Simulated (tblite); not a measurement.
C₃H₁₂BPSi.
Z-matrix (Å and degrees, GFN2-xTB geometry), rows numbered from 1:
```
C 
C   1  1.5248
C   2  1.5333  1  111.20
Si  3  1.9249  2  109.23  1  -173.45
B   3  1.5538  2  115.79  1    66.52
P   5  1.8791  3  120.98  2  -144.64
H   1  1.0882  2  110.74  3   179.15
H   1  1.0885  2  110.51  3    59.05
H   1  1.0882  2  110.22  3   -60.45
H   2  1.0940  1  108.82  3  -121.71
H   2  1.0922  1  109.20  3   121.09
H   3  1.0971  2  108.15  1   -59.73
H   4  1.4640  3  110.40  2   -63.30
H   4  1.4648  3  110.68  2   175.34
H   4  1.4653  3  106.91  2    56.00
H   5  1.1735  3  120.99  2    31.61
H   6  1.3820  5   99.73  3  -131.09
H   6  1.3831  5   99.94  3   -34.33
```

Calculated harmonic vibrations of the isolated species, GFN2-xTB (tblite), most abundant isotopes, no scaling. Against measured fundamentals such values can be off by several per cent, at times by over 20. Modes of hydrogen on boron, phosphorus and silicon can be 10 to 20 % off. One conformer, not necessarily the lowest.

Harmonic wavenumbers (cm⁻¹): 67.4, 98.8, 111.4, 147.4, 160.6, 190.8, 242.3, 260.2, 330.6, 372.2, 529.8, 539.4, 549.2, 651.8, 691.4, 763.4, 776.6, 779.2, 787.0, 797.6, 824.9, 929.4, 965.8, 1050.2, 1061.7, 1096.6, 1105.1, 1129.3, 1154.2, 1251.1, 1305.7, 1343.1, 1413.1, 1495.3, 1499.6, 1506.0, 2252.3, 2255.5, 2265.9, 2301.4, 2394.0, 2611.6, 2899.0, 2943.0, 2973.7, 3023.1, 3026.5, 3032.2.

A = 2187, B = 1460, C = 936.5 MHz; mass 118.054 u (most abundant isotopes); point group C1, symmetry number 1.

Q: Zero-point energy?

A: ½Σν̃ = 29978 cm⁻¹ = 85.71 kcal/mol.

Q: Entropy at 298.15 K, 1 bar (ideal gas, RRHO, classical rotation)?

A: Translation 40.24, rotation 29.07, vibration 28.63: S = 97.9 cal/(mol K).

Q: And Cp and H(298.15 K) − H(0)?

A: Cp = 38.77 cal/(mol K), of which vibrations give 30.82 (their classical limit is 48 R = 95.4); H(298.15 K) − H(0) = 7.02 kcal/mol without the zero-point energy, 4.65 from vibrations.

Q: How do the functions run with temperature in this model?

A: 
```tsv
T (K)	S (cal/(mol K))	Cp (cal/(mol K))	H − H(0) (kcal/mol)	G − H(0) (kcal/mol)	ln q(vib)
150	76.9	24.1	2.37	-9.17	2.63
250	91.5	34.0	5.27	-17.61	5.28
400	110.7	48.0	11.46	-32.81	9.22
600	132.9	62.0	22.54	-57.22	14.32
900	160.9	75.7	43.35	-101.44	21.42
```

q(vib) and H(0) count from the zero-point level.

Q: Which modes carry the vibrational entropy at 298.15 K?

A: 67.4 cm⁻¹: 4.23; 98.8 cm⁻¹: 3.48; 111.4 cm⁻¹: 3.24; 147.4 cm⁻¹: 2.71; 160.6 cm⁻¹: 2.54; 190.8 cm⁻¹: 2.22 cal/(mol K); the other 42 give 10.21 together.

Q: Blend soft modes into free rotors: weight 1/[1 + (100 cm⁻¹/ν̃)⁴] for the oscillator and the rest for a rotor with moment μB/(μ + B), μ = h/(8π²ν), B = 10⁻⁴⁴ kg m². What vibrational entropy results?

A: 27.27 cal/(mol K) in place of 28.63, which changes −T·S at 298.15 K by +0.41 kcal/mol.

Q: What must be added to the electronic energy to get the Gibbs energy at 298.15 K and 1 bar?

A: ZPE + [H(298.15 K) − H(0)] − T·S = 85.71 + 7.02 − 29.20 = 63.53 kcal/mol.

Hindered rotation and anharmonicity are outside this model. Other conformers, if any are populated, would add a mixing term that is left out. The structure is chiral; the term R ln 2 for an equal mix with its mirror image is left out.
